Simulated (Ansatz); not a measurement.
difluoro(silyloxy)silane (F2H4OSi2), SMILES [SiH](F)(O[SiH3])F.

Coordinates come from a B3LYP-D3(BJ)/def2-SVP optimisation. The geometry has at least one imaginary mode, so it is a saddle point at that level. The values are those of a single conformer.

Two levels are set side by side: PBE/def2-SVPD (Ansatz, an electronic-structure program) and CAM-B3LYP/def2-SVPD (Ansatz). Energy differences of separate SCF runs at the same geometry; the states with an electron removed or added have multiplicity 2 and 2. Differences are taken from unrounded values.

```json
[
 {"quantity": "vertical ionisation energy (eV)", "CAM-B3LYP": "11.98", "PBE": "11.22", "PBE minus CAM-B3LYP": "-0.77"},
 {"quantity": "vertical singlet–triplet gap (eV)", "CAM-B3LYP": "7.66", "PBE": "6.81", "PBE minus CAM-B3LYP": "-0.85"}
]
```
